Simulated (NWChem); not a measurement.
System: C$_{3}$Cl$_{3}$F; SMILES ClC(Cl)=C=C(F)Cl

NWChem input:

```
start job
memory heap 200 mb stack 900 mb global 1100 mb
geometry units angstroms
  F      2.490035    -0.704685    -0.533263
  C      1.523606    -0.213120     0.244089
  Cl     2.105773     0.261857     1.792634
  C      0.285804    -0.110139    -0.137698
  C     -0.968243     0.020301    -0.456225
  Cl    -1.595174     1.438526    -1.202423
  Cl    -2.129913    -1.220104    -0.185940
end
basis spherical
  * library def2-svp
end
dft
  xc pbe0
  iterations 150
end
driver
  maxiter 120
end
task dft optimize
task dft freq
```

Output (shortened):

```
             Northwest Computational Chemistry Package (NWChem) 7.3.0
             --------------------------------------------------------

 CS  symmetry detected

                             Geometry "geometry" -> ""
                             -------------------------

 Output coordinates in angstroms (scale by  1.889725989 to convert to a.u.)

  No.       Tag          Charge          X              Y              Z
 ---- ---------------- ---------- -------------- -------------- --------------
    1 F                    9.0000    -1.58668604    -2.11374608     0.00000000
    2 C                    6.0000    -0.39861497    -1.50679928     0.00000000
    3 Cl                  17.0000     0.90920651    -2.62577925     0.00000000
    4 C                    6.0000    -0.25891589    -0.21489977     0.00000000
    5 C                    6.0000    -0.04888417     1.06845311     0.00000000
    6 Cl                  17.0000     0.09006335     1.98768934     1.44805878
    7 Cl                  17.0000     0.09006335     1.98768934    -1.44805878

 Effective nuclear repulsion energy (a.u.)     457.4512831148

      Symmetry information
      --------------------

 Group name             Cs
 Group number              2
 Group order               2
 No. of unique centers     6

                                Z-matrix (autoz)
                                --------

 Units are Angstrom for bonds and degrees for angles

      Type          Name      I     J     K     L     M      Value
      ----------- --------  ----- ----- ----- ----- ----- ----------
    1 Stretch                  1     2                       1.33413
    2 Stretch                  2     3                       1.72120
    3 Stretch                  2     4                       1.29943
    4 Stretch                  4     5                       1.30043
    5 Stretch                  5     6                       1.72081
    6 Stretch                  5     7                       1.72081
    7 Bend                     1     2     3               112.38849
    8 Bend                     1     2     4               123.23269
    9 Bend                     2     5     6               122.69699
   10 Bend                     2     5     7               122.69699
   11 Bend                     3     2     4               124.37882
   12 Bend                     4     5     6               122.69841
   13 Bend                     4     5     7               122.69841
   14 Bend                     5     2     1               124.79472
   15 Bend                     5     2     3               122.81679
   16 Bend                     6     5     7               114.59770
   17 Torsion                  1     2     5     6          90.55324
   18 Torsion                  1     2     5     7         -90.55324
   19 Torsion                  2     1     4     5         180.00000
   20 Torsion                  3     2     5     6         -89.44676
   21 Torsion                  3     2     5     7          89.44676
   22 Torsion                  2     3     4     5         180.00000
   23 Torsion                  3     1     2     4         180.00000
   24 Torsion                  1     3     2     4         180.00000
   25 Torsion                  4     5     6     7        -179.16930
   26 Torsion                  4     5     7     6         179.16930
   27 Torsion                  2     4     6     5         174.27572
   28 Torsion                  2     4     7     5        -174.27572

                           NWChem Geometry Optimization
                           ----------------------------

 maximum gradient threshold         (gmax) =   0.000450
 rms gradient threshold             (grms) =   0.000300
 maximum cartesian step threshold   (xmax) =   0.001800
 rms cartesian step threshold       (xrms) =   0.001200
 fixed trust radius                (trust) =   0.300000
 source of zmatrix                         =   autoz

          -------------------
          Energy Minimization
          -------------------

 Using diagonal initial Hessian
 Scaling for Hessian diagonals: bonds = 1.00  angles = 0.25  torsions = 0.10

          --------
          Step   0

                                 NWChem DFT Module
                                 -----------------

 Summary of "ao basis" -> "ao basis" (spherical)
 ------------------------------------------------------------------------------
       Tag                 Description            Shells   Functions and Types
 ---------------- ------------------------------  ------  ---------------------
 F                          def2-svp                 6       14   3s2p1d
 C                          def2-svp                 6       14   3s2p1d
 Cl                         def2-svp                 8       18   4s3p1d

      Symmetry analysis of basis
      --------------------------

        a'         71
        a"         39

            General Information
            -------------------
          SCF calculation type: DFT
          Wavefunction type:  closed shell.
          No. of atoms     :     7
          No. of electrons :    78
           Alpha electrons :    39
            Beta electrons :    39
          Charge           :     0
          Spin multiplicity:     1
          Use of symmetry is: on ; symmetry adaption is: on
          Maximum number of iterations: 150
          AO basis - number of functions:   110
                     number of shells:    48
          Convergence on energy requested:  1.00D-06
          Convergence on density requested:  1.00D-05
          Convergence on gradient requested:  5.00D-04

              XC Information
              --------------
                         PBE0 Method XC Functional
                     Hartree-Fock (Exact) Exchange  0.250
          PerdewBurkeErnzerhof Exchange Functional  0.750
            Perdew 1991 LDA Correlation Functional  1.000 local
           PerdewBurkeErnz. Correlation Functional  1.000 non-local

             Grid Information
             ----------------
          Grid used for XC integration:  medium
          Radial quadrature: Mura-Knowles
          Angular quadrature: Lebedev.
          Tag              B.-S. Rad. Rad. Pts. Rad. Cut. Ang. Pts.
          ---              ---------- --------- --------- ---------
          F                   0.50       49          11.0       434
          C                   0.70       49          10.0       434
          Cl                  1.00       88          11.0       590
          Grid pruning is: on
          Number of quadrature shells:   372
          Spatial weights used:  Erf1

      Superposition of Atomic Density Guess
      -------------------------------------

 Sum of atomic energies:       -1590.13750056

      Non-variational initial energy
      ------------------------------

 Total energy =   -1592.744681
 1-e energy   =   -3107.595097
 2-e energy   =    1057.399133
 HOMO         =      -0.267573
 LUMO         =       0.021188

      Symmetry analysis of molecular orbitals - initial
      -------------------------------------------------

  Numbering of irreducible representations:

     1 a'          2 a"

  Orbital symmetries:

     1 a"          2 a'          3 a'          4 a'          5 a'
     6 a'          7 a'          8 a'          9 a'         10 a"
    11 a'         12 a'         13 a"         14 a'         15 a"
    16 a'         17 a"         18 a'         19 a"         20 a'
    21 a'         22 a'         23 a"         24 a'         25 a'
    26 a'         27 a'         28 a"         29 a'         30 a"
    31 a'         32 a'         33 a"         34 a'         35 a'
    36 a"         37 a"         38 a'         39 a"         40 a'
    41 a"         42 a'         43 a'         44 a"         45 a'
    46 a'         47 a'         48 a'         49 a'

[...]

      ----------------------
      Optimization converged
      ----------------------

  Step       Energy      Delta E   Gmax     Grms     Xrms     Xmax
  ---- ---------------- -------- -------- -------- -------- --------
@    6   -1593.39543830 -2.8D-07  0.00009  0.00002  0.00061  0.00149
                                     ok       ok       ok       ok

                                Z-matrix (autoz)
                                --------

 Units are Angstrom for bonds and degrees for angles

      Type          Name      I     J     K     L     M      Value     Gradient
      ----------- --------  ----- ----- ----- ----- ----- ---------- ----------
    1 Stretch                  1     2                       1.31801    0.00001
    2 Stretch                  2     3                       1.71671    0.00009
    3 Stretch                  2     4                       1.30704   -0.00001
    4 Stretch                  4     5                       1.30640   -0.00000
    5 Stretch                  5     6                       1.72581   -0.00002
    6 Stretch                  5     7                       1.72581   -0.00002
    7 Bend                     1     2     3               112.18167   -0.00000
    8 Bend                     1     2     4               123.85192    0.00001
    9 Bend                     2     5     6               122.85822    0.00000
   10 Bend                     2     5     7               122.85822    0.00000
   11 Bend                     3     2     4               123.96641   -0.00001
   12 Bend                     4     5     6               122.86101    0.00000
   13 Bend                     4     5     7               122.86101    0.00000
   14 Bend                     5     2     1               124.58639    0.00001
   15 Bend                     5     2     3               123.23194   -0.00001
   16 Bend                     6     5     7               114.27797   -0.00000
   17 Torsion                  1     2     5     6          90.45496    0.00001
   18 Torsion                  1     2     5     7         -90.45496   -0.00001
   19 Torsion                  2     1     4     5         180.00000    0.00000
   20 Torsion                  3     2     5     6         -89.54504    0.00001
   21 Torsion                  3     2     5     7          89.54504   -0.00001
   22 Torsion                  2     3     4     5         180.00000    0.00000
   23 Torsion                  3     1     2     4         180.00000    0.00000
   24 Torsion                  1     3     2     4         180.00000    0.00000
   25 Torsion                  4     5     6     7        -179.96371   -0.00001
   26 Torsion                  4     5     7     6         179.96371    0.00001
   27 Torsion                  2     4     6     5         177.29466   -0.00000
   28 Torsion                  2     4     7     5        -177.29466    0.00000

                         Geometry "geometry" -> "geometry"
                         ---------------------------------

 Output coordinates in angstroms (scale by  1.889725989 to convert to a.u.)

  No.       Tag          Charge          X              Y              Z
 ---- ---------------- ---------- -------------- -------------- --------------
    1 F                    9.0000    -1.57634500    -2.11280124     0.00000000
    2 C                    6.0000    -0.40090621    -1.51657833     0.00000000
    3 Cl                  17.0000     0.89622822    -2.64108898     0.00000000
    4 C                    6.0000    -0.24260861    -0.21915522     0.00000000
    5 C                    6.0000    -0.05118958     1.07314717     0.00000000
    6 Cl                  17.0000     0.08552666     1.99954201     1.44966039
    7 Cl                  17.0000     0.08552666     1.99954201    -1.44966039

 Effective nuclear repulsion energy (a.u.)     456.9027756496

      Symmetry information
      --------------------

 Group name             Cs
 Group number              2
 Group order               2
 No. of unique centers     6

                Final and change from initial internal coordinates
                --------------------------------------------------

                                Z-matrix (autoz)
                                --------

 Units are Angstrom for bonds and degrees for angles

[...]

 Rotational Constants
 --------------------
 A=   0.074776 cm-1  (  0.107584 K)
 B=   0.023130 cm-1  (  0.033279 K)
 C=   0.021143 cm-1  (  0.030419 K)

 Temperature                      =   298.15K
 frequency scaling parameter      =   1.0000

 Zero-Point correction to Energy  =   13.966 kcal/mol  (  0.022256 au)
 Thermal correction to Energy     =   18.500 kcal/mol  (  0.029482 au)
 Thermal correction to Enthalpy   =   19.092 kcal/mol  (  0.030426 au)

 Total Entropy                    =   88.950 cal/mol-K
   - Translational                =   41.099 cal/mol-K (mol. weight = 159.9050)
   - Rotational                   =   30.155 cal/mol-K (symmetry #  =        1)
   - Vibrational                  =   17.697 cal/mol-K

 Cv (constant volume heat capacity) =   22.866 cal/mol-K
   - Translational                  =    2.979 cal/mol-K
   - Rotational                     =    2.979 cal/mol-K
   - Vibrational                    =   16.907 cal/mol-K

[normal modes left out]

 ----------------------------------------------------------------------------
 Normal Eigenvalue ||           Projected Infra Red Intensities
  Mode   [cm**-1]  || [atomic units] [(debye/angs)**2] [(KM/mol)] [arbitrary]
 ------ ---------- || -------------- ----------------- ---------- -----------
    1       -0.000 ||    0.000000           0.000         0.000       0.000
    2        0.000 ||    0.000017           0.000         0.016       0.002
    3        0.000 ||    0.000014           0.000         0.013       0.002
    4        0.000 ||    0.000000           0.000         0.000       0.000
    5        0.000 ||    0.000001           0.000         0.001       0.000
    6        0.000 ||    0.000003           0.000         0.003       0.000
    7       76.848 ||    0.000001           0.000         0.001       0.000
    8       85.807 ||    0.000048           0.001         0.047       0.007
    9      107.088 ||    0.000081           0.002         0.079       0.011
   10      236.446 ||    0.000053           0.001         0.051       0.007
   11      367.781 ||    0.001991           0.046         1.941       0.278
   12      435.698 ||    0.000715           0.017         0.697       0.100
   13      437.333 ||    0.000244           0.006         0.238       0.034
   14      501.401 ||    0.005500           0.127         5.362       0.768
   15      576.814 ||    0.011569           0.267        11.278       1.616
   16      585.394 ||    0.004353           0.100         4.243       0.608
   17      767.755 ||    0.263388           6.077       256.764      36.783
   18      892.511 ||    0.223775           5.163       218.147      31.251
   19     1150.970 ||    0.242851           5.603       236.743      33.915
   20     1454.020 ||    0.056103           1.294        54.692       7.835
   21     2097.911 ||    0.693004          15.988       675.574      96.781
 ----------------------------------------------------------------------------
```

Level: PBE0/def2-SVP.
